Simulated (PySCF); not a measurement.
**Telling isomers of C$_{7}$H$_{9}$N apart by NMR**

PySCF calculation with shieldings: GIAO PBE0/pcSseg-1 and GFN2-xTB structure; in vacuum, one averaged value for each set of equivalent atoms, non-relativistic Hamiltonian, a single conformation.

Scale: 1H, 13C vs TMS (reference shieldings calculated alike). Where no couplings were computed, multiplicities follow the n + 1 count of equivalent neighbours, and m marks all less simple cases (inequivalent or close neighbours, rings, F or P nearby). Shifts are as computed. Against solution values, carbons near 30 ppm lie about +3 ppm off and those near 130 ppm about +5 ppm. Of 1211 compounds with measured shifts, 218 miss one by over three times the rms of a fit or turn the order of signals round; such compounds aren't used in these exercises.

(1) Tabulate the signals of `CCc1cccnc1`, `CC(C)=C1C[C@@H]1C#N` and their relative energies.

(2) What is the quickest way to tell CCc1cccnc1 from CC(C)=C1C[C@@H]1C#N?

Results:

(1) 
| SMILES | carbon types | δC | δH | E rel. (kcal/mol) |
| --- | --- | --- | --- | --- |
| CCc1cccnc1 | 1×C 4×CH 1×CH2 1×CH3 | 155.4, 153.2, 145.5, 140.9, 128.3, 32.1, 22.5 | 8.85 (s, 1H), 8.83 (d, 1H), 7.72 (d, 1H), 7.37 (m, 1H), 2.63 (q, 2H), 1.22 (t, 3H) | 0.0 |
| CC(C)=C1C[C@@H]1C#N | 3×C 1×CH 1×CH2 2×CH3 | 135.9, 124.9, 119.3, 25.3, 25.0, 13.9, 2.1 | 2.08 (s, 3H), 2.01 (s, 3H), 1.79 (m, 1H), 1.61 (m, 1H), 1.59 (m, 1H) | 46.4 |

Energies are electronic energies at PBE0/pcSseg-1 on these geometries, without zero-point or thermal terms, each for the one conformer computed, which needn't be the lowest.

(2) Both give the same number of carbon signals, but DEPT or the intensities differ. The first has an aromatic CH next to a ring nitrogen at 155.4 ppm, the second a three-membered-ring carbon (CH) at 2.1 ppm. Their most deshielded carbons lie at 155.4 and 135.9 ppm. In the proton spectra the most deshielded non-exchanging signals are 8.85 (s, 1H) and 2.08 (s, 3H).
